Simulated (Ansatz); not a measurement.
System: sum formula SiN₃H₅Cl, net charge 0, doublet state. It need not be the lowest isomer of its formula. 
Structure (B3LYP-D3(BJ)/def2-TZVP (Ansatz, an electronic-structure program) minimum search):
SMILES: [Si](N)([NH])(N)Cl
```xyz
10

N      0.4311     1.4595    -1.1090
Si     0.0915    -0.0748    -0.3532
N      1.3933    -1.1539    -0.1979
N     -1.1129    -0.8694    -1.2497
Cl    -0.3861     0.4580     1.6055
H     -0.3895     2.0547    -1.2445
H      2.0278    -1.0731     0.5797
H      1.8482    -1.5205    -1.0194
H     -1.2671    -1.8594    -1.1429
H     -1.9166    -0.3936    -1.6245
```
Charge 0, spin multiplicity 2.

Quantity: atomisation energy (electronic, to ground-state atoms), in kJ/mol. Correlated levels leave the core frozen unless marked. Open shells are spin-unrestricted. Spin-orbit coupling is left out. Non-relativistic. The coupled-cluster limit lacks core correlation, which all-electron functionals hold. CBS(X,Y): correlation extrapolated as X^-3; Hartree-Fock from the larger set.

| level | program | atomisation energy (kJ/mol) | minus last row |
|---|---|---|---|
| HSE06-D3(BJ)/def2-TZVPD | Ansatz + dftd3 | 3421.5 | -8.8 |
| B2GP-PLYP-D4/def2-TZVPD | Ansatz + dftd4 | 3369.9 | -60.4 |
| MP2/6-31G | Ansatz | 2486.4 | -943.9 |
| RI-MP2/CBS(cc-pV(T+d)Z,cc-pV(Q+d)Z) | Ansatz | 3481.2 | 50.9 |
| SCS-MP2/cc-pV(Q+d)Z | Ansatz | 3450.6 | 20.3 |
| CCSD/6-31G | Ansatz | 2487.5 | -942.8 |
| CCSD(T)/CBS(cc-pV(T+d)Z,cc-pV(Q+d)Z) | Ansatz | 3430.3 | 0.0 |
